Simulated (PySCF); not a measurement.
BrF2GeHO, SMILES [F][Ge]([F])([Br])[OH].

The structure is a stationary point at PBE0-D3(BJ)/def2-SVP. The structure was generated by enumeration, and PubChem lists no compound with its InChIKey, so it may never have been made. Other conformers were not sampled.

Level of theory: r2SCAN/def2-TZVP run with PySCF.

Isolated molecule, no solvent.

Computed frontier levels, gap, dipole moment and polarisability:
| Item | Value |
|---|---|
| highest occupied level | -8.47 eV |
| lowest empty level | -2.31 eV |
| orbital gap | 6.16 eV |
| dipole moment | 0.244 e·Å |
| quadrupole, principal values (traceless, Buckingham form, about the centre of nuclear charge) | -6.49, -5.46, 11.95 D·Å |
| mean static polarisability | 47.4 bohr³ (7.02 Å³) |
| polarisability, principal values | 39.7, 42.5, 59.9 bohr³ |
